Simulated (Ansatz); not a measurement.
Cl$_{2}$Cu, doublet, geometry from GFN2-xTB (such geometries of metal compounds can be far from the true shape). Base run: R2SCAN/6-31G run with Ansatz (a program for electronic structure).

Geometry (Å):
```xyz
3

Cu     0.0000     0.0000     0.0000
Cl     0.0000     0.0000    -2.0349
Cl     0.0000     0.0000     2.0349
```
Charge 0, spin multiplicity 2.
Orbitals are unrestricted.
All else is at Ansatz's defaults.

The base run was repeated with changes; each row names its change, and settings that it needs were set with it.

| change | E (Eh) | <S^2> | core-seconds (rough) |
|---|---|---|---|
| base | -2560.54640 | 0.751 | 30 |
| functional = pbe0; dispersion = d3bj | -2560.07470 | 0.751 | 7 |
| functional = wB97M-V | -2560.48139 | 0.751 | 30 |
| functional = blyp | -2560.69828 | 0.751 | 20 |
| functional = revpbe | -2560.34242 | 0.751 | 10 |
| functional = pbe0 | -2560.07239 | 0.751 | 7 |
| functional = cam_b3lyp | -2560.74084 | 0.752 | 9 |
| functional = SVWN5 | -2554.88677 | 0.751 | 7 |
| functional = pbe | -2559.99074 | 0.751 | 20 |
| functional = wB97X | -2560.64214 | 0.752 | 20 |
| functional = lc_wpbe | -2560.13455 | 0.752 | 8 |
| functional = blyp; dispersion = d3bj | -2560.70411 | 0.751 | 20 |
| functional = b3lyp5 | -2560.44500 | 0.751 | 7 |

Totals shift with the method and basis; they matter in differences.
